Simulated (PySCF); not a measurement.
Correlation energy of N⁺ (nitrogen, charge +1)

[He] 2s1 2p2 3s1, high-spin 5P determinant (an excited configuration). Computed with PySCF 2.14 in aug-cc-pVQZ, with the non-relativistic Hamiltonian (point nucleus). Frozen: 1s2; 4 electrons correlated.

MP2 pair energies summed by pair of shells (mhartree):

```
 pair  energy  share (%)
2p-2p   -7.80       42.5
2s-2p   -5.50       30.0
2p-3s   -3.79       20.6
2s-3s   -1.26        6.9
```

Total MP2 correlation energy: -18.36 mhartree.

Same-spin part -18.36 and opposite-spin part 0.00 mhartree; SCS-MP2 scales them by 1/3 and 6/5 to -6.12 mhartree.
